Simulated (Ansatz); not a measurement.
`COCO` + `N[SiH3]` → `OCN[SiH3]` + CH₃OH  (substitution at a C–O bond)

Program: Ansatz. Geometries: PBE0-D4/def2-TZVP. ΔE: electronic, gas phase. CCSD(T)/CBS is the MP2 limit (def2-TZVPP, def2-QZVPP) plus CCSD(T) − MP2 in def2-TZVPP, frozen cores. This one scheme is used for every species. DFT in def2-TZVPP. B3LYP here is the variant with VWN-RPA as its local correlation; programs differ in this. One conformer a species, not always the lowest.

```tsv
level	ΔE (kcal/mol)	difference from CCSD(T)/CBS
PBE-D4	2.4	-0.1
r2SCAN-D4	3.5	1.0
PBE0-D4	2.3	-0.2
B3LYP-D4	2.8	0.3
ωB97X-V	3.2	0.7
ωB97M-V	3.1	0.6
B2PLYP	3.2	0.7
PBE	2.7	0.2
r2SCAN	3.6	1.1
PBE0	2.6	0.1
B3LYP	3.2	0.7
HF/def2-TZVPP	3.8	1.3
MP2/def2-TZVPP	2.6	0.1
SCS-MP2/def2-TZVPP	2.8	0.3
CCSD/def2-TZVPP	2.9	0.4
CCSD(T)/def2-TZVPP	2.9	0.4
HF/def2-QZVPP	3.7	1.2
MP2/def2-QZVPP	2.3	-0.2
SCS-MP2/def2-QZVPP	2.5	0.0
HF/CBS(def2)	3.7	1.2
MP2/CBS(def2)	2.1	-0.4
CCSD/CBS(def2)	2.4	-0.1
CCSD(T)/CBS	2.5	0
```

Largest T1 diagnostic among the species: 0.011.

In def2-TZVPP, CCSD(T) changes the Hartree–Fock value by −0.9 kcal/mol (the triples alone add +0.0 kcal/mol) and MP2 by −1.2 kcal/mol.
